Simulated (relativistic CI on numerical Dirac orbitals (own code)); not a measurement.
# One change at a time: Hg47+

Base calculation: Dirac-Coulomb-Breit CI, separate exchange-only KLI orbitals for each configuration, a model potential for QED, unscaled Slater integrals.

Configuration list (outside the closed core [Ar] 3d10): 4s²4p³, 4s4p⁴, 4s²4p²4d, 4p⁵, 4s4p³4d, 4s²4p²4f, 4s4p³4f, 4p⁴4d, 4s4p²4d², 4s²4p4d4f, 4p⁴4f, 4p³4d4f, 4s4p²4f², 4s²4p²5s, 4p⁴5s, 4s²4p²5p, 4s4p²4d5s, 4s²4p4f5s, 4s4p³5s, 4s²4p²5d, 4s4p³5p, 4s²4p²5f, 4s²4p²5g, 4p³4f5s, 4s4p³5d, 4s4p³5f, 4s²4p²6s, 4s²4p4d², 4s²4d³, 4s4p4d³, 4s²4d²4f, 4s4p4d²4f, 4s²4d²5s, 4p³4d², 4p²4d³, 4p²4d²4f, 4p²4d²5s, 4s²4p4f², 4s²4d4f², 4s4p4d4f², 4s²4f³, 4s4p4f³, 4s²4f²5s, 4p³4f², 4p²4d4f², 4p²4f³, 4p²4f²5s, 4s4p²4d4f, 4s4p4d4f5s, 4s²4p4d5s, 4s4p4d²5s, 4s²4d4f5s, 4s²4d5s², 4p³4d5s, 4p²4d4f5s, 4p²4d5s², 4s4p²4f5s, 4s4p4f²5s, 4s4p4f5s², 4s²4p5s², 4s4p4d5s², 4s²4f5s². Double excitations out of closed p, d and f shells are left out; levels of such configurations are missing from the list, as are those of other unlisted configurations, and high levels can miss mixing partners. These lack a partner that the ground configuration has and come out too high: 4s²4p²5p, 4s²4p²5d, 4s4p³5p, 4s²4p²5f, 4s²4p²5g.

Variants: (1) configuration mixing switched off. Shifts of the energy above 4s²4p³ ²P°3/2, in eV, for the lowest level and the first level of each name with at least 55 % of one term (blank where a level changes its place among those of its configuration and J or its character, or is not in the variant):

```
         Level     Base    Δ(1)
 4s²4p³ ²P°3/2    0.000   0.000
 4s²4p³ ²D°5/2  143.975  +0.615
 4s²4p³ ²P°1/2  151.847  +1.011
   4s4p⁴ ⁴P5/2  252.770  +1.078
   4s4p⁴ ²S1/2  269.258  +4.817
4s²4p²4d ⁴D1/2  313.332  +0.121
4s²4p²4d ²G9/2  350.011  -0.261
4s²4p²4d ²F7/2  365.886  +0.749
   4s4p⁴ ⁴P3/2  398.254  -1.182
   4s4p⁴ ²D5/2  407.574  +1.269
4s²4p²4d ⁴F9/2  490.865  +0.448
```

At this charge energies of transitions that change n are usually good to better than 1 %, and those within a shell (Δn = 0) to a few per cent.

Ionisation energy from the two ground configurations alone: base 2538.18 eV. The NIST ASD value (theoretical) is 2539 eV.

LS names give the leading component of a level, which can be under half, so a name can repeat, a term be missing and a line seem to break the LS rules.
